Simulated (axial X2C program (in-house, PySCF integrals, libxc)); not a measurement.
ZnH⁺: cheaper levels and CCSD(T), 2c

Calculated with an in-house all-electron X2C program for linear molecules (integrals from PySCF). Two-component (2c) means X2C with spin–orbit coupling and atomic mean-field two-electron Coulomb and Gaunt terms. Basis: Zn dyall-cv3z [9s10p6d3f2g], H dyall-v3z [6s2p1d] (cores contracted in-house); Gaussian nuclei, density fitting, unrestricted open shells. Masses: Zn 63.929 u, H 1.008 u.

State: Ω = 0 (closed shell); fragments Zn+ + H.

| level | Re (Å) | ωe (cm⁻¹) | De (eV) |
| --- | --- | --- | --- |
| PBE0 | 1.513 | 1955.1 | 2.39 |
| HF | 1.532 | 2003.9 | 1.23 |
| MP2 | 1.484 | 2072.8 | 2.28 |
| CCSD | 1.509 | 1955.7 | 2.45 |
| PBEsol | 1.511 | 1917.4 | 2.75 |

Correlated methods: 12 electrons correlated (number of frozen shells: Zn 3 s, 2 p; H none), 180 virtual spin orbitals or spinors in MP2, 90 natural virtuals in coupled cluster.

CCSD(T), same Hamiltonian and basis:

Re = 1.507 Å, ωe = 1947.4 cm⁻¹, De = 2.50 eV; T1 = 0.019 (Lee–Taylor normalisation).

(1) Give the differences from CCSD(T) in the columns below.

The state is a single determinant with fixed occupations, the lowest that a limited PBE0 search found. Closed shells are restricted here (equal orbitals for both partners); the stretched side of such a curve lies too high. De is counted from the lowest determinant-based energies of the atoms at the same level, without counterpoise correction. CCSD and (T) use frozen natural virtuals with an MP2 correction for the truncation; (T) itself is uncorrected, so its De runs slightly low.

Results:

(1) 

```tsv
level	ΔRe (Å)	Δωe (cm⁻¹)	ΔDe (eV)
PBE0	0.006	8	-0.11
HF	0.025	56	-1.27
MP2	-0.023	125	-0.22
CCSD	0.002	8	-0.05
PBEsol	0.004	-30	0.25
```
